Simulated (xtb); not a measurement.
Level of theory: GFN2-xTB (xtb).

```
xtb start.xyz --ohess tight --gfn 2 --chrg 0 --uhf 0 --iterations 400

# start.xyz
9

C      1.844024     1.145448     1.169851
C      1.175260     0.431252     0.475569
N      0.385114    -0.448007    -0.383786
Si    -1.286003    -0.371220    -0.161536
H      2.439027     1.783025     1.780850
H      0.692266    -1.415509    -0.367176
H     -1.902308    -1.267351    -1.165793
H     -1.755281     1.022884    -0.336960
H     -1.592099    -0.880522     1.195193
```

Output:

```
[...]
                  HL-Gap            0.1741891 Eh            4.7399 eV
             Fermi-level           -0.2697265 Eh           -7.3396 eV


         :::::::::::::::::::::::::::::::::::::::::::::::::::::
         ::                     SUMMARY                     ::
         :::::::::::::::::::::::::::::::::::::::::::::::::::::
         :: total energy             -11.430546454409 Eh    ::
         :: gradient norm              0.000376151819 Eh/a0 ::
         :: HOMO-LUMO gap              4.739927379644 eV    ::
         ::.................................................::
         :: SCC energy               -11.653570551796 Eh    ::
         :: -> isotropic ES            0.019861698328 Eh    ::
         :: -> anisotropic ES          0.005673094500 Eh    ::
         :: -> anisotropic XC          0.009686977514 Eh    ::
         :: -> dispersion             -0.004855303643 Eh    ::
         :: repulsion energy           0.223024097388 Eh    ::
         :: add. restraining           0.000000000000 Eh    ::
         :: total charge               0.000000000000 e     ::
         :::::::::::::::::::::::::::::::::::::::::::::::::::::

           -------------------------------------------------
          |                Numerical Hessian                |
           -------------------------------------------------
step length          :   0.00500
SCC accuracy         :   0.30000
Hessian scale factor :   1.00000
frozen atoms in %    :   0.00000    0
RMS gradient         :   0.00038
estimated CPU  time      0.00 min
estimated wall time      0.00 min

writing file <hessian>.

 projected vibrational frequencies (cm⁻¹)
eigval :       -0.00    -0.00    -0.00     0.00     0.00     0.00
eigval :       78.67   146.12   207.54   286.62   373.92   563.59
eigval :      575.76   597.68   638.70   750.37   790.89   809.29
eigval :      827.57  1152.73  1283.83  2215.54  2268.50  2269.49
eigval :     2319.12  3412.51  3422.96
           -------------------------------------------------
          |                Property Printout                |
           -------------------------------------------------

    * Orbital Energies and Occupations

         #    Occupation            Energy/Eh            Energy/eV
      -------------------------------------------------------------
         1        2.0000           -0.7242931             -19.7090
         2        2.0000           -0.6159212             -16.7601
         3        2.0000           -0.5831891             -15.8694
         4        2.0000           -0.5390413             -14.6681
         5        2.0000           -0.4862070             -13.2304
         6        2.0000           -0.4661277             -12.6840
         7        2.0000           -0.4628211             -12.5940
         8        2.0000           -0.4275458             -11.6341
         9        2.0000           -0.4243253             -11.5465
        10        2.0000           -0.3913546             -10.6493
        11        2.0000           -0.3568211              -9.7096 (HOMO)
        12                         -0.1826318              -4.9697 (LUMO)
        13                         -0.1710892              -4.6556
        14                         -0.1693258              -4.6076
        15                         -0.1245728              -3.3898
        16                         -0.1044445              -2.8421
        17                         -0.0572671              -1.5583
        18                         -0.0294850              -0.8023
        19                          0.0618029               1.6817
        20                          0.1756066               4.7785
        21                          0.3584315               9.7534
        22                          0.4540374              12.3550
       ...                                ...                  ...
        26                          1.4868055              40.4580
      -------------------------------------------------------------
                  HL-Gap            0.1741893 Eh            4.7399 eV
             Fermi-level           -0.2697265 Eh           -7.3396 eV

     #   Z          covCN         q      C6AA      α(0)
     1   6 C        1.910    -0.159    35.627     9.640
     2   6 C        1.948     0.022    30.522     8.922
     3   7 N        2.591    -0.255    26.634     7.665
     4  14 Si       3.632     0.469    98.452    19.034
     5   1 H        0.928     0.069     2.099     2.266
     6   1 H        0.860     0.158     1.351     1.821
     7   1 H        0.919    -0.112     6.010     3.834
     8   1 H        0.919    -0.094     5.371     3.625
     9   1 H        0.917    -0.097     5.477     3.660

 Mol. C6AA /au·bohr⁶  :       1303.114741
 Mol. C8AA /au·bohr⁸  :      40992.203816
 Mol. α(0) /au        :         60.465846

Wiberg/Mayer (AO) data.
largest (>0.10) Wiberg bond orders for each atom

 ---------------------------------------------------------------------------
     #   Z sym  total        # sym  WBO       # sym  WBO       # sym  WBO
 ---------------------------------------------------------------------------
     1   6 C    3.962 --     2 C    2.774     5 H    0.974     3 N    0.114
     2   6 C    3.966 --     1 C    2.774     3 N    1.187
     3   7 N    3.388 --     2 C    1.187     4 Si   1.043     6 H    0.942
                             1 C    0.114
     4  14 Si   3.784 --     3 N    1.043     8 H    0.894     7 H    0.891
                             9 H    0.890
     5   1 H    0.995 --     1 C    0.974
     6   1 H    0.975 --     3 N    0.942
     7   1 H    0.987 --     4 Si   0.891
     8   1 H    0.991 --     4 Si   0.894
     9   1 H    0.990 --     4 Si   0.890
 ---------------------------------------------------------------------------

Topologies differ in total number of bonds
Writing topology from bond orders to xtbtopo.mol

molecular dipole:
                 x           y           z       tot (Debye)
 q only:       -0.289      -0.320      -0.214
   full:       -0.133      -0.361      -0.184       1.083
molecular quadrupole (traceless):
                xx          xy          yy          xz          yz          zz
 q only:        0.130      -0.701       0.366      -0.602       0.438      -0.495
  q+dip:       -0.807       0.234       1.315       0.291       2.291      -0.508
   full:        0.155      -0.661       0.751      -0.181       1.680      -0.905

           -------------------------------------------------
          |                Geometry Summary                 |
           -------------------------------------------------

      molecular mass/u    :       71.1533775
   center of mass at/Å    :        0.0200108      -0.0022646       0.2272213
  moments of inertia/u·Å² :        0.1898532E+02   0.1684107E+03   0.1815918E+03
rotational constants/cm⁻¹ :        0.8879296E+00   0.1000983E+00   0.9283255E-01

 * 8 selected distances

     #   Z          #   Z                                           value/Å
     1   6 C        2   6 C                                       1.1988337
     2   6 C        3   7 N                                       1.3362141
Molecule has no symmetry elements
It seems to be the C1 point group
     3   7 N        4  14 Si                                      1.7315860 (max)
     1   6 C        5   1 H                                       1.0461991
     3   7 N        6   1 H                                       1.0098516 (min)
     4  14 Si       7   1 H                                       1.4623150
     4  14 Si       8   1 H                                       1.4625751
     4  14 Si       9   1 H                                       1.4678467

 * 6 distinct bonds (by element types)

   Z      Z             #   av. dist./Å        max./Å        min./Å
   1 H    6 C           1     1.0461991     1.0461991     1.0461991
   6 C    6 C           1     1.1988337     1.1988337     1.1988337
   1 H    7 N           1     1.0098516     1.0098516     1.0098516
   6 C    7 N           1     1.3362141     1.3362141     1.3362141
   1 H   14 Si          3     1.4642456     1.4678467     1.4623150
   7 N   14 Si          1     1.7315860     1.7315860     1.7315860

           -------------------------------------------------
          |               Frequency Printout                |
           -------------------------------------------------
 projected vibrational frequencies (cm⁻¹)
eigval :       -0.00    -0.00    -0.00     0.00     0.00     0.00
eigval :       78.67   146.12   207.54   286.62   373.92   563.59
eigval :      575.76   597.68   638.70   750.37   790.89   809.29
eigval :      827.57  1152.73  1283.83  2215.54  2268.50  2269.49
eigval :     2319.12  3412.51  3422.96
 reduced masses (amu)
   1:  9.84   2: 13.11   3: 16.53   4: 21.93   5: 11.74   6: 21.13   7:  2.12   8: 13.42
   9:  6.05  10: 10.93  11: 11.80  12:  2.93  13:  3.25  14:  4.70  15:  4.50  16:  2.54
  17:  6.56  18:  5.53  19:  8.11  20:  8.70  21:  7.02  22:  2.01  23:  1.67  24:  1.89
  25: 11.09  26:  1.86  27:  2.49
 IR intensities (km·mol⁻¹)
   1:  0.68   2:  0.37   3:  0.05   4:  0.18   5:  0.25   6:  0.17   7: 11.31   8:  1.51
   9: 50.09  10: 51.55  11:  2.65  12: 43.36  13:  9.62  14: 86.84  15: 28.39  16:246.11
  17:121.25  18:102.64  19:421.16  20: 77.00  21:201.27  22:394.94  23:218.30  24:361.66
  25:166.68  26:  2.30  27: 18.46
 Raman intensities (Ä⁴*amu⁻¹)
   1:  0.00   2:  0.00   3:  0.00   4:  0.00   5:  0.00   6:  0.00   7:  0.00   8:  0.00
   9:  0.00  10:  0.00  11:  0.00  12:  0.00  13:  0.00  14:  0.00  15:  0.00  16:  0.00
  17:  0.00  18:  0.00  19:  0.00  20:  0.00  21:  0.00  22:  0.00  23:  0.00  24:  0.00
  25:  0.00  26:  0.00  27:  0.00
 output can be read by thermo (or use thermo option).
 writing <g98.out> molden fake output.
 recommended (thermochemical) frequency scaling factor: 1.0
           -------------------------------------------------
          |             Thermodynamic Functions             |
           -------------------------------------------------

c1  symmetry found (for desy threshold:  0.10E+00) used in thermo

          ...................................................
          :                      SETUP                      :
          :.................................................:
          :  # frequencies                          21      :
          :  # imaginary freq.                       0      :
          :  linear?                             false      :
          :  only rotor calc.                    false      :
          :  symmetry                               c1      :
          :  rotational number                       1      :
          :  scaling factor                  1.0000000      :
          :  rotor cutoff                   50.0000000 cm⁻¹ :
          :  imag. cutoff                  -20.0000000 cm⁻¹ :
          :.................................................:

    mode    ω/cm⁻¹     T·S(HO)/kcal·mol⁻¹    T·S(FR)/kcal·mol⁻¹   T·S(vib)
   ------------------------------------------------------------------------
       1     78.67    -1.16985 ( 85.97%)    -0.92175 ( 14.03%)    -1.13505
       2    146.12    -0.81160 ( 98.65%)    -0.73858 (  1.35%)    -0.81062
       3    207.54    -0.61574 ( 99.66%)    -0.63471 (  0.34%)    -0.61580
       4    286.62    -0.44538 ( 99.91%)    -0.53913 (  0.09%)    -0.44547
   ------------------------------------------------------------------------

   temp. (K)  partition function   enthalpy   heat capacity  entropy
                                   cal/mol     cal/K/mol   cal/K/mol   J/K/mol
 298.15  VIB   22.0                 2358.715     16.008     13.935
         ROT  0.582E+05              888.752      2.981     24.785
         INT  0.128E+07             3247.467     18.989     38.719
         TR   0.581E+27             1481.254      4.968     38.686
         TOT                        4728.7209    23.9573    77.4053   323.8636

       T/K    H(0)-H(T)+PV         H(T)/Eh          T*S/Eh         G(T)/Eh
   ------------------------------------------------------------------------
    298.15    0.753570E-02    0.644704E-01    0.367777E-01    0.276926E-01
   ------------------------------------------------------------------------

         :::::::::::::::::::::::::::::::::::::::::::::::::::::
         ::                  THERMODYNAMIC                  ::
         :::::::::::::::::::::::::::::::::::::::::::::::::::::
         :: total free energy         -11.402853832727 Eh   ::
         ::.................................................::
         :: total energy              -11.430546454402 Eh   ::
         :: zero point energy           0.056934658977 Eh   ::
         :: G(RRHO) w/o ZPVE           -0.029242037301 Eh   ::
         :: G(RRHO) contrib.            0.027692621675 Eh   ::
         :::::::::::::::::::::::::::::::::::::::::::::::::::::

optimized geometry written to: xtbopt.xyz

           -------------------------------------------------
          | TOTAL ENERGY              -11.430546454402 Eh   |
          | TOTAL ENTHALPY            -11.366076098942 Eh   |
          | TOTAL FREE ENERGY         -11.402853832727 Eh   |
          | GRADIENT NORM               0.000376090279 Eh/α |
          | HOMO-LUMO GAP               4.739931674652 eV   |
           -------------------------------------------------

------------------------------------------------------------------------
```

Cost: very roughly 0.3 core-seconds.
